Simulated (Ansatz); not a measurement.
Stepwise reaction of `NB(N)Br` with hydrogen sulfide, as a gas-phase model of exchange steps in deposition or etching. ΔE in kJ/mol.

Gas-phase electronic energies from Ansatz, PBE0-D4/def2-TZVP geometries. CBS: MP2 limit from def2 TZ/QZ plus the TZ coupled-cluster correction, frozen cores. This one scheme is used for every species. Functionals use def2-TZVPP. B3LYP here is the variant with VWN-RPA as its local correlation; programs differ in this. For Br outer-core shells are correlated without core-valence functions, which leaves a few kJ/mol of doubt a bond. Scalar relativity is left out up to krypton. Each species was taken in one conformer, which may not be the lowest.

```tsv
step	reaction	PBE-D4	B3LYP-D4	ωB97M-V	CCSD(T)/CBS
1	`NB(N)Br` + H₂S → `NB(S)Br` + NH₃	24.8	34.2	35.0	29.9
2	`NB(S)Br` + H₂S → `SB(S)Br` + NH₃	36.0	45.8	48.2	41.8
```

(1) By hand: ΔE of the 2 steps together at CCSD(T)/CBS.

## Answers

(1) (29.9) + (41.8) = 71.7 kJ/mol, or 35.8 kJ/mol a step.

In ΔE each step is higher than the one before. All are uphill at CCSD(T)/CBS. PBE-D4 differs from CCSD(T)/CBS by -5.8 to -5.1 kJ/mol a step. Isolated molecules leave out the surface, adducts and barriers. Largest T1 diagnostic: 0.011.
